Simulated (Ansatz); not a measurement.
PBE exchange is replaced step by step with exact exchange (0 % is PBE, 25 % PBE0; no dispersion term), basis def2-TZVPD, Ansatz. System: Pt₃⁻ (the lowest doublet isomer of a short search). Charge -1, multiplicity 2. Geometry: PBE-D4/def2-TZVPD.

Geometry of the doublet:

Cartesian coordinates in Å:
```
Pt -0.459 -1.129 -0.818
Pt 1.433 0.242 0.177
Pt -0.974 0.887 0.641
```

In the def2 sets Pt takes a core potential; there is no spin–orbit coupling. At PBE-D4/def2-TZVPD, PBE with 5 % exact exchange/def2-TZVPD, PBE with 10 % exact exchange/def2-TZVPD, PBE with 15 % exact exchange/def2-TZVPD and others the charge -1 doublet is spin-contaminated (final ⟨S²⟩ up to 1.15, 0.75 for a pure state). At PBE-D4/def2-TZVPD, PBE with 5 % exact exchange/def2-TZVPD, PBE with 10 % exact exchange/def2-TZVPD, PBE with 15 % exact exchange/def2-TZVPD the highest occupied level of the charge -1 doublet lies above zero (up to 0.52 eV). Its loss leaves the charge 0 triplet, which lies 2.02 eV higher (vertical, at PBE-D4/def2-TZVPD), but this difference is unsure: the triplet is doubtful (geometry relaxed on an unsound state). The geometry of the doublet was relaxed on an unsound state (⟨S²⟩ 1.15, where a pure state has 0.75). The structure comes from a short search, and lower isomers may exist.

HOMO and LUMO are taken over both spins.

```csv
exact exchange (%),HOMO (eV),LUMO (eV),gap (eV),⟨S²⟩
0,0.52,0.71,0.19,1.147
5,0.35,0.89,0.54,1.082
10,0.18,1.07,0.89,1.015
15,0.01,1.25,1.24,0.948
25,-0.40,1.59,1.99,0.940
50,-1.47,2.37,3.84,0.969
```

Q: Estimate the row for 35 %.

A: 
```
exact exchange (%)  HOMO (eV)  LUMO (eV)  gap (eV)   ⟨S²⟩
                35      -0.84       1.92      2.75  0.949
```
